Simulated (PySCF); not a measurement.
Computed with PBE-D3(BJ)/def2-TZVP // B3LYP-D3(BJ)/def2-TZVP (PySCF 2.14.0). Gas-phase values, no solvent. One relaxed conformer stands for a flexible species; it need not be the lowest. Excitations are Tamm–Dancoff values on a coarser integration grid. The basis has no diffuse functions, so Rydberg states are missing or too high.

Reference species (SMILES): `O[Si](O)(O)O` (neutral, multiplicity 1).

| Property | Result |
|---|---|
| S1 oscillator strength | 0.005 |
| S1–T1 gap (TDA) | 0.20 eV |

Changed species: `N[Si](O)(O)O` (1 of 4 OH replaced by NH2; the reference has 0 of 4 OH replaced by NH2).

Problem. Give the shifts of the S1 oscillator strength and S1–T1 gap (TDA).

Solution. the S1 oscillator strength increases by 0.012, to 0.017; the S1–T1 gap (TDA) hardly moves.
